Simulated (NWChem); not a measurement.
System: C2H6SSe; SMILES S[Se]CC

Input file for NWChem:

```
start job
memory heap 200 mb stack 900 mb global 1100 mb
geometry units angstroms noautosym nocenter noautoz
  Se     0.814036    -0.138252     0.071163
  C     -0.053748     1.508268    -0.548110
  C     -1.156715     2.013445     0.355135
  H     -0.406742     1.328952    -1.574477
  H      0.788000     2.218945    -0.610408
  H     -0.780176     2.234623     1.364845
  H     -1.958059     1.264234     0.446144
  H     -1.601466     2.933780    -0.057510
  S     -0.898756    -1.526381     0.018840
  H     -0.770288    -1.935043    -1.266818
end
basis spherical
  * library def2-svp
end
dft
  xc b3lyp
  iterations 150
end
property
  response 1 0.0773
end
task dft property
```

Output (shortened):

```
             Northwest Computational Chemistry Package (NWChem) 7.3.0
             --------------------------------------------------------

                             Geometry "geometry" -> ""
                             -------------------------

 Output coordinates in angstroms (scale by  1.889725989 to convert to a.u.)

  No.       Tag          Charge          X              Y              Z
 ---- ---------------- ---------- -------------- -------------- --------------
    1 Se                  34.0000     0.81403600    -0.13825200     0.07116300
    2 C                    6.0000    -0.05374800     1.50826800    -0.54811000
    3 C                    6.0000    -1.15671500     2.01344500     0.35513500
    4 H                    1.0000    -0.40674200     1.32895200    -1.57447700
    5 H                    1.0000     0.78800000     2.21894500    -0.61040800
    6 H                    1.0000    -0.78017600     2.23462300     1.36484500
    7 H                    1.0000    -1.95805900     1.26423400     0.44614400
    8 H                    1.0000    -1.60146600     2.93378000    -0.05751000
    9 S                   16.0000    -0.89875600    -1.52638100     0.01884000
   10 H                    1.0000    -0.77028800    -1.93504300    -1.26681800

 Effective nuclear repulsion energy (a.u.)     346.2204429017

                              NWChem Property Module
                              ----------------------

                                 NWChem DFT Module
                                 -----------------

 Summary of "ao basis" -> "ao basis" (spherical)
 ------------------------------------------------------------------------------
       Tag                 Description            Shells   Functions and Types
 ---------------- ------------------------------  ------  ---------------------
 Se                         def2-svp                12       32   5s4p3d
 C                          def2-svp                 6       14   3s2p1d
 H                          def2-svp                 3        5   2s1p
 S                          def2-svp                 8       18   4s3p1d

            General Information
            -------------------
          SCF calculation type: DFT
          Wavefunction type:  closed shell.
          No. of atoms     :    10
          No. of electrons :    68
           Alpha electrons :    34
            Beta electrons :    34
          Charge           :     0
          Spin multiplicity:     1
          Use of symmetry is: off; symmetry adaption is: off
          Maximum number of iterations: 150
          AO basis - number of functions:   108
                     number of shells:    50
          Convergence on energy requested:  1.00D-06
          Convergence on density requested:  1.00D-05
          Convergence on gradient requested:  5.00D-04

              XC Information
              --------------
                         B3LYP Method XC Potential
                     Hartree-Fock (Exact) Exchange  0.200
                        Slater Exchange Functional  0.800 local
                    Becke 1988 Exchange Functional  0.720 non-local
              Lee-Yang-Parr Correlation Functional  0.810
                  VWN I RPA Correlation Functional  0.190 local

             Grid Information
             ----------------
          Grid used for XC integration:  medium
          Radial quadrature: Mura-Knowles
          Angular quadrature: Lebedev.
          Tag              B.-S. Rad. Rad. Pts. Rad. Cut. Ang. Pts.
          ---              ---------- --------- --------- ---------
          Se                  1.15      112          11.0       590
          C                   0.70       49          11.0       434
          H                   0.35       45          12.0       434
          S                   1.00       88          11.0       590
          Grid pruning is: on
          Number of quadrature shells:   568
          Spatial weights used:  Erf1

      Superposition of Atomic Density Guess
      -------------------------------------

 Sum of atomic energies:       -2875.10439879

      Non-variational initial energy
      ------------------------------

 Total energy =   -2876.934294
 1-e energy   =   -4686.499153
 2-e energy   =    1463.344416
 HOMO         =      -0.246776
 LUMO         =      -0.000473

   convergence    iter        energy       DeltaE   RMS-Dens  Diis-err
 ---------------- ----- ----------------- --------- --------- ---------
 d= 0,ls=0.0,diis     1  -2879.1056778384 -3.23D+03  7.01D-03  4.21D-01
 d= 0,ls=0.0,diis     2  -2879.1396448884 -3.40D-02  3.31D-03  9.35D-02
 d= 0,ls=0.0,diis     3  -2879.1479529774 -8.31D-03  1.40D-03  3.00D-02
 d= 0,ls=0.0,diis     4  -2879.1516857636 -3.73D-03  4.53D-04  2.80D-03
 d= 0,ls=0.0,diis     5  -2879.1520738647 -3.88D-04  8.49D-05  9.35D-05
  Resetting Diis
 d= 0,ls=0.0,diis     6  -2879.1520864277 -1.26D-05  1.65D-05  3.48D-06
 d= 0,ls=0.0,diis     7  -2879.1520868162 -3.88D-07  9.65D-06  3.46D-07

         Total DFT energy =    -2879.152086816198
      One electron energy =    -4689.357201452051
           Coulomb energy =     1589.971148188821
    Exchange-Corr. energy =     -125.986476454641
 Nuclear repulsion energy =      346.220442901673

 Numeric. integr. density =       67.999973172872

                       DFT Final Molecular Orbital Analysis
                       ------------------------------------

 Vector   32  Occ=2.000000D+00  E=-3.212133D-01
              MO Center=  2.3D-02, -3.2D-01,  2.8D-02, r^2= 4.0D+00
   Bfn.  Coefficient  Atom+Function         Bfn.  Coefficient  Atom+Function
  ----- ------------  ---------------      ----- ------------  ---------------
    12      0.316432   1 Se px               15      0.285055   1 Se px
    97     -0.286079   9 S  py               94     -0.231804   9 S  py
     9     -0.200547   1 Se px                4      0.178611   1 Se s
     5      0.164396   1 Se s                36     -0.157144   2 C  px
    98      0.152622   9 S  pz               61      0.144010   4 H  s

 Vector   33  Occ=2.000000D+00  E=-2.536574D-01
              MO Center= -6.3D-01, -1.1D+00, -1.9D-02, r^2= 2.8D+00
   Bfn.  Coefficient  Atom+Function         Bfn.  Coefficient  Atom+Function
  ----- ------------  ---------------      ----- ------------  ---------------
    97      0.430926   9 S  py               96     -0.389370   9 S  px
    94      0.296760   9 S  py               93     -0.275171   9 S  px
    98     -0.181493   9 S  pz               35     -0.172915   2 C  s
    37      0.168819   2 C  py               91      0.168266   9 S  py
    90     -0.155514   9 S  px                5      0.142344   1 Se s

 Vector   34  Occ=2.000000D+00  E=-2.294414D-01
              MO Center=  6.0D-01, -1.7D-01,  9.4D-03, r^2= 2.5D+00
   Bfn.  Coefficient  Atom+Function         Bfn.  Coefficient  Atom+Function
  ----- ------------  ---------------      ----- ------------  ---------------
    17      0.570044   1 Se pz               14      0.467753   1 Se pz
    11     -0.295700   1 Se pz               15     -0.175569   1 Se px
    12     -0.143538   1 Se px              104      0.141236  10 H  s
    16      0.137287   1 Se py               89     -0.134820   9 S  s
    49     -0.119518   3 C  s               105      0.111444  10 H  s

 Vector   35  Occ=0.000000D+00  E=-3.508684D-02
              MO Center=  1.4D-01, -6.5D-01,  1.2D-02, r^2= 3.6D+00
   Bfn.  Coefficient  Atom+Function         Bfn.  Coefficient  Atom+Function
  ----- ------------  ---------------      ----- ------------  ---------------
    15      0.598619   1 Se px               96      0.592860   9 S  px
    16      0.549811   1 Se py               97      0.445741   9 S  py
    89      0.408022   9 S  s                 4     -0.299041   1 Se s
    12      0.295937   1 Se px               35     -0.282750   2 C  s
    13      0.265692   1 Se py               93      0.247858   9 S  px

 Vector   36  Occ=0.000000D+00  E= 2.723642D-02
              MO Center= -2.7D-01, -6.1D-01, -7.0D-01, r^2= 5.3D+00
   Bfn.  Coefficient  Atom+Function         Bfn.  Coefficient  Atom+Function
  ----- ------------  ---------------      ----- ------------  ---------------
    35      1.433080   2 C  s               105     -0.960864  10 H  s
    98     -0.667191   9 S  pz               89      0.636718   9 S  s
     5     -0.619184   1 Se s                16     -0.502743   1 Se py
    62     -0.490625   4 H  s                15      0.408298   1 Se px
    67     -0.368214   5 H  s                40     -0.353399   2 C  py

 Vector   37  Occ=0.000000D+00  E= 3.446919D-02
              MO Center= -6.7D-02, -5.2D-01, -4.1D-01, r^2= 5.1D+00
   Bfn.  Coefficient  Atom+Function         Bfn.  Coefficient  Atom+Function
  ----- ------------  ---------------      ----- ------------  ---------------
    35      0.896102   2 C  s               105      0.854639  10 H  s
    16     -0.624359   1 Se py               98      0.523953   9 S  pz
    15      0.416665   1 Se px               40     -0.417772   2 C  py
     5     -0.406318   1 Se s                89     -0.405559   9 S  s
    97      0.358423   9 S  py               67     -0.342053   5 H  s

     Multipole analysis of the density
     ---------------------------------

[...]

 DFT Linear Response polarizability / au
 Frequency  =       0.0773000 / au
 Wavelength =     589.4353558 / nm
              X              Y              Z
 -----------------------------------------------
 X      60.4791538      5.3883227      0.8585324
 Y       5.3883114     77.9198301      1.1518778
 Z       0.8585299      1.1518608     49.1106842
 -----------------------------------------------
 Eigenvalues =      58.9749728     79.5095875     49.0251079
 Isotropic   =      62.5032227
 Anisotropic =      26.9255799
 -----------------------------------------------

 Magnetic Dipole Response Matrix (nonzero elements):
```

Level: B3LYP/def2-SVP. Geometry: optimised at PBE0/def2-SVP. B3LYP is NWChem's, with the RPA form of VWN correlation.
